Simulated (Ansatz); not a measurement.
## Relaxing a trial structure of BFGaHSi

The starting geometry of this gas-phase singlet was optimised with GFN2-xTB.

```xyz
5

B     0.0104    1.1586   -0.3423
F     0.0099    0.3320   -1.6456
Ga   -0.8562   -1.6407   -1.0265
Si    0.1636   -0.2649    0.8573
H    -0.0570    2.3040   -0.5693
```

Problem. Where would you expect an optimisation with B3LYP-D3(BJ)/def2-SVP to take it?

Solution. A new bond forms, giving a structure with H5 bridging B1 and Si4, given below by its coordinates. Distances that change by over a tenth: B1–F2 (1.54 → 1.31 Å), B1–H5 (1.17 → 1.41 Å). Contacts that close: Si4–H5 (2.95 → 1.70 Å).

The energy falls by 1.13 eV over 20 steps:

```tsv
step	E − E(last) (eV)
1	1.129
3	0.805
5	0.637
7	0.530
9	0.465
12	0.055
14	0.008
16	0.001
18	0.000
20	0.000
```

Final geometry (Å):

| atom | x (Å) | y (Å) | z (Å) |
| --- | --- | --- | --- |
| B | 0.4750 | 0.6495 | -0.7788 |
| F | 0.7998 | 1.0072 | -2.0004 |
| Ga | -1.4350 | -1.2679 | -0.7354 |
| Si | 0.0399 | 0.1893 | 0.9443 |
| H | -0.6090 | 1.3109 | -0.1560 |

Frequencies at the end are all real (lowest 67 cm⁻¹). Run with Ansatz 0.2.0, 52 s on 1 thread of Intel(R) Xeon(R) Platinum 8375C CPU @ 2.90GHz (Ice Lake) (shared host).
